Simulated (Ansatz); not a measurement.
Ansatz results at the PBE0-D4/def2-TZVP geometry: size of the dipole moment (B3LYP/def2-TZVPP) 1.41 D; size of the dipole moment (PBE/def2-TZVPP) 1.45 D; HOMO–LUMO gap (B3LYP/def2-TZVPP) 7.65 eV.

Each molecule was computed in one conformer, which needn't be the lowest.

(1) Which molecule gave them?
A. `C#C[Si](Cl)(Cl)C#C`
B. `C[SiH](N)Br`
C. `N[Si](N)(N)Cl`
D. `C=CC[SiH](F)F`

Answers

(1) C. The others give `C[SiH](N)Br`: 2.17, 2.18, 7.81; `C#C[Si](Cl)(Cl)C#C`: 2.08, 1.99, 6.99; `C=CC[SiH](F)F`: 1.80, 1.70, 6.91.

B3LYP here is the variant with VWN-RPA as its local correlation; programs differ in this.
